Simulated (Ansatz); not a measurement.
The first iterations of a band of CH$_{5}$FSeZn (9 atoms, charge 0, multiplicity 1).

Level of theory: RKS revPBE-D4/def2-SVP (Ansatz 0.2.0).

```yaml
movable_images: 7
climbing_image: yes
spring: 5.0 eV/Å²
optimiser: quadratic models (default)
start_path: through a guess of the saddle point
force_threshold: 0.05 eV/Å
iteration_limit: 60
end_points: relaxed
```

Image 0:

```xyz
9
Properties=species:S:1:pos:R:3
Zn 0.696 -0.277 0.084
F 1.865 0.250 1.381
C -0.151 -1.020 -1.498
H 0.429 0.977 2.222
Se -1.057 1.170 2.018
H -0.896 -1.787 -1.203
H -0.684 -0.224 -2.057
H 0.591 -1.490 -2.176
H -0.792 2.400 1.228
```

Image 8:

```xyz
9
Properties=species:S:1:pos:R:3
Zn -0.349 -0.004 0.190
F 1.687 0.238 1.281
C -0.181 -1.018 -1.475
H 1.084 0.683 1.910
Se -1.048 1.252 2.125
H -0.754 -1.967 -1.417
H -0.570 -0.438 -2.338
H 0.884 -1.262 -1.667
H -0.753 2.515 1.392
```

| iteration | highest image above the first end (eV) | largest band force component (eV/Å) |
| --- | --- | --- |
| 1 | 0.382 | 2.409 |
| 2 | 0.069 | 0.927 |

Problem. Does the band converge within its limit, and where does its top end?

Solution. The forces met the threshold. It ended after 8 iterations with the highest image 0.027 eV above the first end. A vibrational analysis at the climbing image gives 2 clearly imaginary modes (169i, 51i cm⁻¹): a point of higher order, so a lower path passes nearby. The orbitals stay closed-shell, which can raise the energy where a bond breaks towards radicals; this wasn't checked here.

The run took 2.4 min on 2 threads of Arm Neoverse V1, on a shared host, peak memory 0.17 GiB.
